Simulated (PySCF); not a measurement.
C2H9NOSi2.

```xyz
15

Si    -2.6859    -0.1715     0.9372
N     -1.7036     0.6937    -0.2181
C     -0.5832     0.4624    -0.7589
C      0.3051    -0.7533    -0.5736
O      1.6425    -0.4890    -0.9258
Si     2.7149     0.3069     0.0825
H     -2.0767    -1.3935     1.5672
H     -3.9259    -0.5881     0.2213
H     -3.0359     0.7870     2.0226
H     -0.1647     1.1890    -1.4917
H      0.2102    -1.1450     0.4598
H     -0.0691    -1.5485    -1.2475
H      2.2636     1.7055     0.3615
H      2.8264    -0.4183     1.3865
H      4.0191     0.3186    -0.6272
```

The structure is a stationary point at r2SCAN-D4/def2-SVP. The structure was generated by enumeration; whether it is a known compound was not checked. Other conformers were not sampled.

Method: PySCF with PBE/pcSseg-1. Non-relativistic, no solvent.

Computed absolute GIAO shielding of each atom: isotropic value and principal components (ppm):
```csv
atom,σ(iso),σ11,σ22,σ33,span
Si1,408.1,374.1,388.0,462.4,88.3
N2,-108.5,-472.4,-132.2,279.2,751.6
C3,-9.9,-97.3,-22.1,89.6,186.9
C4,104.9,89.1,92.7,133.0,43.9
O5,314.8,255.1,333.3,356.1,101.0
Si6,364.4,306.5,327.0,459.6,153.1
H7,25.9,22.2,25.7,29.8,7.7
H8,26.2,24.0,24.7,29.8,5.9
H9,26.2,23.8,24.8,29.9,6.1
H10,22.2,20.1,21.2,25.2,5.1
H11,26.9,22.9,25.5,32.4,9.5
H12,26.9,22.5,27.2,31.1,8.6
H13,26.0,22.8,24.7,30.6,7.8
H14,26.2,23.5,24.4,30.7,7.2
H15,26.2,23.2,24.5,30.9,7.7
```
